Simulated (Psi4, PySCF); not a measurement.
Input for PySCF:
```python
from pyscf import gto, scf, dft

mol = gto.M(
    atom='''
Ti   -0.084751    0.131995    0.303328
F    -1.231442   -0.973391   -0.233743
F     0.048766    1.322898   -0.875294
F     1.389845   -0.672161    0.367570
''',
    basis='def2-tzvp',
    charge=1,
    spin=0,
    verbose=3,
)

mf = dft.RKS(mol)
mf.xc = 'b3lyp5'
mf.grids.atom_grid = (99, 590)
mf.grids.prune = None
mf.kernel()
```

Q: Write the same job for Psi4.

A: This is not unique; one that fits is 
```
memory 2 GB

molecule {
1 1
  Ti   -0.08475058    0.13199495    0.30332753
  F    -1.23144221   -0.97339114   -0.23374291
  F     0.04876556    1.32289758   -0.87529417
  F     1.38984472   -0.67216075    0.36756977
}

set basis def2-tzvp
set scf_type pk
set puream true
set d_convergence 1e-8
set dft_radial_points 99
set dft_spherical_points 590

energy('b3lyp5')
print_variables()
```

Both were run: PySCF gave -1148.824719 Eh and Psi4 -1148.824713 Eh, 0.006 mEh apart.
